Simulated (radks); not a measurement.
Results of a calculation; reference values are marked as such.
All-electron atom: the bismuth ion Bi+ in [Hg] 6p2. Level of theory: Dirac Kohn-Sham, PBE, spin-unpolarised, spherical densities, finite nucleus; open shells fill j = l - 1/2 first; Fermi nuclear charge, rms radius 5.5211 fm (a radial shooting solver on a logarithmic mesh with Libxc functionals).

X-ray form factor f0, the Fourier transform of the density (f0(0) = 82):

sin(theta)/lambda (1/angstrom)  f0 (electrons)
0.05                                    80.957
0.1                                     78.175
0.15                                    74.402
0.2                                     70.302
0.25                                    66.254
0.3                                     62.416
0.4                                     55.518
0.5                                     49.648
0.6                                     44.695
0.8                                     36.864
1                                       30.785
1.25                                    24.811
1.5                                     20.453
2                                       15.526
